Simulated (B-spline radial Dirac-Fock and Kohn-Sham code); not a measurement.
How the levels of antimony move as electrons are removed

Level of theory: Dirac-Fock energy differences between relaxed states, corrected for Breit and QED terms; a radial atomic solver. Each ion is free and in its tabulated ground configuration. Electron correlation is not included.

Reference: Sb, [Kr] 4d10 5s2 5p3, with K 30498.8 eV, L2 4390.4 eV, M5 536.5 eV, N3 115.4 eV, N5 39.38 eV, Kα1 (K-L3) 26356.8 eV, Kβ1 (K-M3) 29721.6 eV, Lℓ (L3-M1) 3185.7 eV. Shifts from it, in eV (a dash: the subshell is empty, belongs to an open shell averaged over j, or its hole state is left out as unreliable):

| ion | configuration | K | L2 | M5 | N3 | N5 | Kα1 | Kβ1 | Lℓ |
| --- | --- | --- | --- | --- | --- | --- | --- | --- | --- |
| Sb⁺ | [Kr] 4d10 5s2 5p2 | +9.6 | +9.5 | +9.5 | +9.3 | +9.3 | +0.08 | +0.14 | +0.04 |
| Sb²⁺ | [Kr] 4d10 5s2 5p1 | +20.5 | +20.3 | +20.1 | +19.8 | +19.7 | +0.21 | +0.36 | +0.11 |
| Sb³⁺ | [Kr] 4d10 5s2 | ? | ? | ? | ? | ? | ? | ? | ? |
| Sb⁴⁺ | [Kr] 4d10 5s1 | +46.6 | +46.2 | +45.8 | +44.9 | +44.5 | +0.50 | +0.92 | +0.53 |
| Sb⁵⁺ | [Kr] 4d10 | +61.8 | +61.1 | +60.6 | +59.2 | +58.5 | +0.78 | +1.38 | +0.72 |
| Sb⁶⁺ | [Kr] 4d9 | +87.0 | +86.4 | – | +80.3 | – | +0.58 | +1.88 | +1.41 |

Q: Give the missing shifts for Sb³⁺.

A: K +32.5, L2 +32.2, M5 +31.9, N3 +31.3, N5 +31.1, Kα1 +0.37, Kβ1 +0.66, Lℓ +0.22 (eV).

Over this range K (1s) moves by +87.0 eV and Kα1 by +0.6 eV: a line is a difference of two levels that shift in the same direction.

Values without a named source are computed, but for edge energies of neutral atoms, which are taken from tables.
